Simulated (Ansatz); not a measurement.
Reaction (redistribution): `[OH][Ge]([OH])([OH])[OH]` + `F[CH]1[CH2][Al]1[SiH3]` → `[OH][Ge]([OH])([OH])[SiH3]` + `[OH][Al]1[CH2][CH]1F`

Calculated with Ansatz (gas phase, PBE0-D4/def2-TZVP geometries, no zero-point term in ΔE). CCSD(T)/CBS is the MP2 limit (def2-TZVPP, def2-QZVPP) plus CCSD(T) − MP2 in def2-TZVPP, frozen cores. Functionals use def2-TZVPP. For Ge outer-core shells are correlated without core-valence functions, which leaves a few kJ/mol of doubt a bond. Scalar relativity is left out up to krypton. One conformer a species, not always the lowest.

| level | ΔE (kcal/mol) |
| --- | --- |
| PBE-D4 | -17.8 |
| r2SCAN-D4 | -17.7 |
| r2SCAN | -17.6 |
| HF/def2-TZVPP | -15.8 |
| SCS-MP2/def2-TZVPP | -18.1 |
| CCSD/def2-TZVPP | -16.9 |
| SCS-MP2/def2-QZVPP | -19.0 |
| HF/CBS(def2) | -15.9 |

Question: What does CCSD(T)/CBS give? (Estimate.)

Answer: Ansatz gave: -18.6 kcal/mol. The listed levels differ from it by 0.8, 0.9, 1.0, 2.8, 0.5, 1.7, -0.4, 2.7 kcal/mol.

Largest T1 diagnostic among the species: 0.014.

From PBE to PBE0 (25 % exact exchange), in def2-TZVPP and without D4, ΔE moves by +0.9 kcal/mol. In def2-TZVPP, CCSD(T) changes the Hartree–Fock value by −1.0 kcal/mol (the triples alone add +0.1 kcal/mol) and MP2 by −2.8 kcal/mol.
